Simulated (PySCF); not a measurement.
# Correlation energy of S²⁺ (sulfur, charge +2)

[Ne] 3s1 3p2 3d1, one real determinant (an excited configuration). Calculation: PySCF 2.14, in aug-cc-pV(Q+d)Z (7s6p5d3f2g, 89 functions); no relativity, point nucleus. Frozen: [Ne]; 4 electrons correlated.

```tsv
level	correlation energy (mhartree)
CCSD	-68.74
(T)	-6.67
CCSD(T)	-75.41
```

Diagnostics: T1 = 0.024, D1 = 0.0647, largest double amplitude 0.463.

The real determinant used has ⟨L²⟩ near 8 against 12 for a pure F term, so it mixes terms. The outer electron is Rydberg-like, and this basis confines it to a smaller radius and binds it less than a complete one would. A double-excitation amplitude exceeds 0.15, a sign of near-degeneracy.

Cost of the coupled-cluster step: of the order of 10 core-seconds, for 4 correlated electrons.

The reference is one real determinant that mixes LS terms of this configuration.
